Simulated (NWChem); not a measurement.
## Total energies of F$_{2}$Si

```
Si
F 1 1.6269
F 1 1.6269 2 100.02
```
Charge 0, spin multiplicity 1.

Everything below was run with NWChem. The geometry was optimised at PBE0/def2-SVP, a minimum by its harmonic frequencies.

Basis set: cc-pVQZ (169 functions).

| method | total energy (Ha) | relative cost |
|---|---|---|
| RHF | -488.02171 | 1 |
| MP2 | -488.67959 | 3 |
| B2PLYP | -489.18791 | 5 |
| PBE | -489.05328 | under 3 |
| B3LYP | -489.41018 | under 3 |
| r2SCAN | -489.27619 | under 3 |

Total energies of different functionals aren't comparable as a measure of quality: only differences taken within one method are. Costs are rough ratios of processor time within this set of runs, SCF included, with RHF as 1.

The correlated methods keep 7 core orbitals frozen. B3LYP has NWChem's definition, with VWN1-RPA local correlation. The structure started from a generated list of species.
